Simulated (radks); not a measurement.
The numbers below are computed, except where a source is named.
Numerical settings for the cobalt ion Co19+, [He] 2s2 2p4. Level of theory: scalar-relativistic Kohn-Sham, SCAN, spin-unpolarised, spherical densities, finite nucleus; meta-GGA in the generalised Kohn-Sham scheme; Fermi nuclear charge, rms radius 3.7875 fm (a radial shooting solver on a logarithmic mesh with Libxc functionals). The defaults (mesh step 0.008 in ln r, mesh end at 40 bohr or more with all orbitals vanishing there, Anderson mixing 0.5 over 9 steps, residual threshold near 1e-9 with the energy settled to 1e-9 hartree or 1e-11 of itself, here a cap of 68 iterations) give E = -1140.280 hartree and 2p at -1566.2 eV in 12 iterations. Run on one thread of a shared host, so times are rough (Arm Neoverse N1): 0.06 s of CPU time, 0.06 s wall, 12 iterations on 2189 mesh points. Changes against that run (0 stands for a change within the tolerance of the run):

| setting | iterations | converged | E (mhartree) | e(2p) (meV) | CPU (s) |
|---|---|---|---|---|---|
| mesh step in ln r 0.003 | 17 | yes | +0.448 | -0.00786 | 0.17 |
| mesh step in ln r 0.005 | 16 | yes | +0.46 | 0 | 0.1 |
| mesh step in ln r 0.12 | 68 | no | -3.14e+06 | - | 0.11 |
| mesh end (bohr) 3 | 12 | yes | +0.19 | 0 | 0.05 |
| mesh end (bohr) 400 | 12 | yes | +0.616 | 0 | 0.06 |
| residual threshold 1e-05 | 12 | yes | 0 | 0 | 0.06 |
| residual threshold 0.01 | 10 | yes | 0 | -0.0189 | 0.05 |
| mixing 1.5 | 15 | yes | 0 | -0.00282 | 0.07 |
| linear mixing, mixing 0.05 | 68 | no | +1.78 | -1.08e+04 | 0.27 |
| linear mixing, mixing 1 | 68 | no | -2.68e+06 | -1.22e+05 | 0.28 |
| mixing history 2 | 24 | yes | 0 | 0 | 0.1 |
| iteration cap 5 | 5 | no | +0.0235 | -7.16 | 0.02 |

No run marked as converged misses the energy by more than 1 mhartree. A mesh that ends early acts as a hard wall.
